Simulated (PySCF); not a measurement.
Highest occupied level (eV) of eight silicon and germanium compounds: PBE beside HF, computed with PySCF for isolated molecules in the bases named; differences from unrounded values. The eight are the first of their class met in an unordered collection, after screening for sound electronic states; none was chosen by its value. Each molecule has one DFT geometry for both levels.

| molecule | basis | HF |
|---|---|---|
| B(Cl)(GeH3)2 (BClGe2H6), SMILES Cl[B]([GeH3])[GeH3] | def2-TZVP | -10.06 |
| Si(F)(NH2)3 (FH₆N₃Si), SMILES N[Si](N)(N)F | def2-TZVP | -10.69 |
| Cl4H2Si2, SMILES Cl[SiH2][Si](Cl)(Cl)Cl | def2-TZVP | -11.38 |
| 2,2-difluoro-1-silylethanone (C2H4F2OSi), SMILES C(=O)(C(F)F)[SiH3] | def2-TZVP | -11.40 |
| C₂H₈FNSi₂, SMILES C=C[SiH2][Si@H](N)F | def2-TZVP | -9.97 |
| CH3FO3Si, SMILES C(O[Si@H](F)O)=O | def2-TZVP | -13.27 |
| Si(F)(Br)(Me)(OH) (CH4BrFOSi), SMILES C[Si](O)(F)Br | def2-TZVP | -11.71 |
| Si(H)(F)(Me)(OMe) (C₂H₇FOSi), SMILES F[SiH](C)OC | def2-TZVP | -12.30 |

Estimate the PBE values and say how PBE differs from HF over the set. (The exact figures need the calculation; the answer reports its results.)


```json
[
 {"molecule": "B(Cl)(GeH3)2 (BClGe2H6), SMILES Cl[B]([GeH3])[GeH3]", "PBE": "-6.32", "difference": "3.74"},
 {"molecule": "Si(F)(NH2)3 (FH₆N₃Si), SMILES N[Si](N)(N)F", "PBE": "-5.57", "difference": "5.12"},
 {"molecule": "Cl4H2Si2, SMILES Cl[SiH2][Si](Cl)(Cl)Cl", "PBE": "-7.28", "difference": "4.09"},
 {"molecule": "2,2-difluoro-1-silylethanone (C2H4F2OSi), SMILES C(=O)(C(F)F)[SiH3]", "PBE": "-6.18", "difference": "5.22"},
 {"molecule": "C₂H₈FNSi₂, SMILES C=C[SiH2][Si@H](N)F", "PBE": "-6.38", "difference": "3.59"},
 {"molecule": "CH3FO3Si, SMILES C(O[Si@H](F)O)=O", "PBE": "-7.26", "difference": "6.00"},
 {"molecule": "Si(F)(Br)(Me)(OH) (CH4BrFOSi), SMILES C[Si](O)(F)Br", "PBE": "-7.29", "difference": "4.43"},
 {"molecule": "Si(H)(F)(Me)(OMe) (C₂H₇FOSi), SMILES F[SiH](C)OC", "PBE": "-6.90", "difference": "5.40"}
]
```
PBE lies below HF in 0 and above it in 8 of the eight; the mean signed difference is 4.70 and the largest 6.00 eV.
